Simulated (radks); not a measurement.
Question: Excited configurations of the phosphorus ion P+: one electron is placed in a higher orbital outside [Ne] 3s2 3p1. The ground configuration is [Ne] 3s2 3p2. Calculated with a radial shooting solver on a logarithmic mesh with Libxc functionals: scalar-relativistic Kohn-Sham, PBEsol, spin-unpolarised, spherical densities, finite nucleus; Fermi nuclear charge, rms radius 3.1889 fm. Excitation = E - E(ground); binding = E(ion) - E, where the ion is the core of charge +2; n* = 2/sqrt(2 binding) in atomic units, and the quantum defect is n - n*.

| outer orbital | excitation (eV) | binding (eV) | n* | quantum defect | eigenvalue (eV) | <r> (bohr) |
|---|---|---|---|---|---|---|
| 3d | 10.738 | 8.373 | 2.549 | 0.451 | -5.183 | 3.360 |
| 4s | 10.252 | 8.860 | 2.478 | 1.522 | -6.894 | 4.733 |
| 4p | 12.194 | 6.918 | 2.805 | 1.195 | -5.298 | 5.628 |
| 4d | 14.597 | 4.515 | 3.472 | 0.528 | -3.369 | 7.831 |
| 4f | 15.632 | 3.480 | 3.954 | 0.046 | -2.471 | 8.735 |
| 5s | 14.467 | 4.645 | 3.423 | 1.577 | -3.669 | 9.085 |
| 5d | 16.296 | 2.816 | 4.396 | 0.604 | -2.193 | 13.56 |
| 5f | 16.769 | 2.343 | 4.820 | 0.180 | -1.774 | 14.92 |
| 7p | 17.382 | 1.730 | 5.609 | 1.391 | -1.404 | 24.21 |
| 7d | 17.710 | 1.402 | 6.231 | 0.769 | -1.132 | 29.13 |

Estimate the row for 6d.

Answer: excitation (eV) 17.185; binding (eV) 1.927; n* 5.314; quantum defect 0.686; eigenvalue (eV) -1.531; <r> (bohr) 20.67. The Delta-SCF ionisation energy is 19.112 eV (NIST Atomic Spectra Database: 19.769 eV, semi-empirical). Self-interaction in the functional shifts the binding energies and quantum defects, so they are the method's values and not measured ones. Spin polarisation and multiplet splitting are left out, so open shells lie too high by an amount that depends on their filling.

Beside tabulated values, note that spin-unpolarised runs miss the spin-polarisation part of the exchange energy of open shells.
